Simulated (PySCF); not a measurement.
Computed IR spectrum (relative IR intensity) of a molecule C₄H₇O₂, multiplicity 2. The structure is a stationary point at PBE-D3(BJ)/def2-SVP. The values are those of a single conformer. All values below come from PBE-D3(BJ)/def2-SVP in PySCF. Harmonic, unscaled wavenumbers; measured fundamentals usually lie a few per cent lower.

Lines under 2 % of the strongest are left out, and lines within 2 cm⁻¹ are merged.

ν (cm⁻¹): 371 (vw), 401 (w), 431 (vw), 633 (vw), 829 (w), 978 (w), 993 (vw), 1165 (w), 1186 (vs), 1306 (w), 1324 (w), 1386 (vw), 1391 (w), 1404 (vw), 1792 (vs), 2892 (w), 2989 (w), 3073 (vw) (against the strongest line: vs over 80 %, s over 45 %, m over 15 %, w over 4 %, vw less)

Problem. Which structure fits?
(A) [CH2]C(=O)OCC
(B) C[C](C)C(=O)O
(C) [CH2]COC(C)=O
(D) C[CH]OC(C)=O

Solution. D, C[CH]OC(C)=O
